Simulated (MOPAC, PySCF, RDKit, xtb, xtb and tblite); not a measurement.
Conformational energy of SMILES COc1ccccc1C(C)(C)C. Scanned: dihedral C1–O2–C3–C4; all other coordinates were relaxed at GFN2-xTB. Points at φ and −φ are mirror images.

Geometry of the scan point at -30° (Å):
```
28

C     -1.7452     2.4219     1.2160
O     -0.7352     1.5618     0.7453
C     -1.1118     0.3891     0.1381
C     -2.2896    -0.2565     0.4953
C     -2.6492    -1.4572    -0.0882
C     -1.8172    -2.0282    -1.0280
C     -0.6322    -1.3969    -1.3688
C     -0.2417    -0.1901    -0.8051
C      1.0702     0.4840    -1.1872
C      0.7806     1.8726    -1.7744
C      1.9549     0.6109     0.0604
C      1.8565    -0.3082    -2.2376
H     -1.2694     3.3927     1.3559
H     -2.1505     2.0885     2.1778
H     -2.5610     2.5165     0.4932
H     -2.9396     0.1838     1.2356
H     -3.5714    -1.9392     0.2008
H     -2.0804    -2.9648    -1.4961
H     -0.0037    -1.8732    -2.1023
H      1.7085     2.3414    -2.0950
H      0.1214     1.7858    -2.6364
H      0.3101     2.5149    -1.0382
H      1.4646     1.2073     0.8219
H      2.8992     1.0851    -0.1991
H      2.1639    -0.3746     0.4720
H      2.7799     0.2214    -2.4637
H      1.2931    -0.4068    -3.1627
H      2.1212    -1.2972    -1.8707
```

GFN2-xTB (xtb and tblite); MMFF94 // GFN2-xTB (RDKit); UFF // GFN2-xTB (RDKit); PM7, restricted, heats of formation // GFN2-xTB (MOPAC); AM1, restricted, heats of formation // GFN2-xTB (MOPAC); GFN1-xTB // GFN2-xTB (xtb); RKS-B3LYP/6-31G* = restricted B3LYP/6-31G*, spherical d, density fitting // GFN2-xTB (PySCF); RHF/3-21G = PySCF 2.14.0 with restricted Hartree-Fock/3-21G, density fitting // GFN2-xTB.

Least-squares fit of E(φ) = a0 + Σ (a_n cos nφ + b_n sin nφ), n = 1 to 4, to the 24 scan points, in kJ/mol above the lowest point of each profile (levels whose profile four harmonics don't fit are not listed):

| method | a0 | a1 | b1 | a2 | b2 | a3 | b3 | a4 | b4 | rms of fit |
|---|---|---|---|---|---|---|---|---|---|---|
| GFN2-xTB | 29.71 | -31.91 | 0.00 | 3.49 | 0.00 | -1.66 | 0.00 | 0.88 | 0.00 | 0.71 |
| MMFF94 | 30.88 | -45.05 | 0.00 | 18.27 | 0.00 | -4.99 | 0.00 | 0.80 | 0.00 | 1.60 |
| UFF | 49.87 | -64.46 | 0.00 | 17.97 | 0.00 | -4.69 | 0.00 | 2.63 | 0.00 | 2.39 |
| PM7 | 21.59 | -26.78 | 0.00 | 7.29 | 0.00 | -2.56 | 0.00 | 0.82 | 0.00 | 0.89 |
| AM1 | 21.64 | -30.31 | 0.00 | 11.15 | 0.00 | -2.91 | 0.00 | 1.11 | 0.00 | 0.94 |
| GFN1-xTB | 26.51 | -29.97 | 0.00 | 4.97 | 0.00 | -2.03 | 0.00 | 0.59 | 0.00 | 0.87 |
| RKS-B3LYP/6-31G* | 30.58 | -35.37 | 0.00 | 7.87 | 0.00 | -3.51 | 0.00 | 1.79 | 0.00 | 1.58 |
| RHF/3-21G | 34.87 | -42.92 | 0.00 | 10.73 | 0.00 | -2.84 | 0.00 | 1.60 | 0.00 | 1.58 |
